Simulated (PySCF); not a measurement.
## How methods differ on the excitation energy of Ni²⁺

Ni²⁺ [Ar] 3d8 (3F) → Ni²⁺ [Ar] 3d7 4p1 (high-spin determinant), as a difference of total energies. Calculation: PySCF 2.14, in def2-QZVPPD (11s6p5d4f2g, 100 functions); no relativity, point nucleus. Correlated levels: valence: [Ar] frozen; valence and next inner shell: [Ne] frozen. The calculations carry no spin-orbit coupling.

| method | excitation energy (eV) |
| --- | --- |
| UHF | 12.264 |
| LDA | 14.281 |
| PBE | 13.941 |
| PBE0 | 13.766 |
| r2SCAN | 13.827 |
| BLYP | 13.938 |
| B3LYP | 13.864 |
| B2PLYP | 13.874 |
| BP86 | 14.020 |
| MP2 (valence) | 14.108 |
| SCS-MP2 (valence) | 14.206 |
| MP2 (valence and next inner shell) | 14.480 |
| SCS-MP2 (valence and next inner shell) | 14.404 |

Problem. How much does correlation contribute at MP2 (valence and next inner shell)?

Solution. 14.480 − (12.264) = 2.216 eV, measured against UHF.

A first-order spin-orbit estimate (lowest level to lowest level, LS coupling) adds 0.033 eV.

The determinant of the upper state mixes LS terms, which raises its energy above the lowest term, most at the Hartree-Fock and MP2 levels.
